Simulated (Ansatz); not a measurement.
One change: `C[NH][AlH][SH]` becomes `C[NH][AlH][OH]`.

Ansatz, PBE0-D4/def2-TZVP geometries, multiplicity 1. Each molecule was computed in one conformer, which needn't be the lowest.

```tsv
property	`C[NH][AlH][SH]`
LUMO energy (PBE0/def2-TZVPP) / eV	-0.32
HOMO–LUMO gap (PBE/def2-TZVPP) / eV	4.57
HOMO energy (PBE/def2-TZVPP) / eV	-5.63
HOMO energy (ωB97M-V/def2-TZVPP) / eV	-9.20
LUMO energy (PBE/def2-TZVPP) / eV	-1.06
size of the dipole moment (ωB97M-V/def2-TZVPP) / D	2.26
```

Q: What does the change do to each property? (An estimate is asked.)

A: Computed: 
| property | `C[NH][AlH][OH]` | shift |
| --- | --- | --- |
| LUMO energy (PBE0/def2-TZVPP) / eV | 0.19 | 0.51 |
| HOMO–LUMO gap (PBE/def2-TZVPP) / eV | 4.84 | 0.27 |
| HOMO energy (PBE/def2-TZVPP) / eV | -5.47 | 0.16 |
| HOMO energy (ωB97M-V/def2-TZVPP) / eV | -9.15 | 0.05 |
| LUMO energy (PBE/def2-TZVPP) / eV | -0.63 | 0.43 |
| size of the dipole moment (ωB97M-V/def2-TZVPP) / D | 2.21 | -0.05 |

With PBE0 the HOMO rises by 0.11 eV and the LUMO rises by 0.51 eV, so the gap widens by about 0.40 eV. PBE moves the HOMO by 0.16 eV and ωB97M-V by 0.05 eV. Dipoles are sizes alone; their direction can turn.
